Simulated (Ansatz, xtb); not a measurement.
Stretching the H–H spacing in H8 chain (multiplicity 1 held). Energies count from the point at 0.900 Å.
Geometry at that point (charge 0, multiplicity 1):
```xyz
8

H      0.00000     0.00000     0.00000
H      0.00000     0.00000     0.90000
H      0.00000     0.00000     1.80000
H      0.00000     0.00000     2.70000
H      0.00000     0.00000     3.60000
H      0.00000     0.00000     4.50000
H      0.00000     0.00000     5.40000
H      0.00000     0.00000     6.30000
```

Restricted levels (R-, RO-) in cc, def2 and unpolarised 6-31G sets keep to the state of the molecule at rest. Unrestricted levels (U-) break spin symmetry where that is lower. Levels need not reach the same state.

The values were computed with Ansatz (Gaussian basis) for Hartree–Fock, density functionals and correlated methods; xtb for the GFN methods. Values without a source in brackets are computed. The GFN methods have no spin term and hold the electronic entropy of 300 K.

Problem. One of these levels gives 1696.5 kJ/mol for the energy at R = 3.600 Å. Which?
A. U-MP2/cc-pVDZ
B. R-HF/cc-pVDZ
C. R-MP2/cc-pVDZ
D. GFN2-xTB

Solution. D, GFN2-xTB. The others give 2948.7 (R-HF/cc-pVDZ), 1847.3 (R-MP2/cc-pVDZ), 1191.5 (U-MP2/cc-pVDZ)

Doubts at one or more of the structures used: a restricted determinant that unrestricted orbitals would lower (R-HF/cc-pVDZ, R-MP2/cc-pVDZ); a spin-contaminated determinant (U-MP2/cc-pVDZ).

Ansatz is a program for electronic structure.
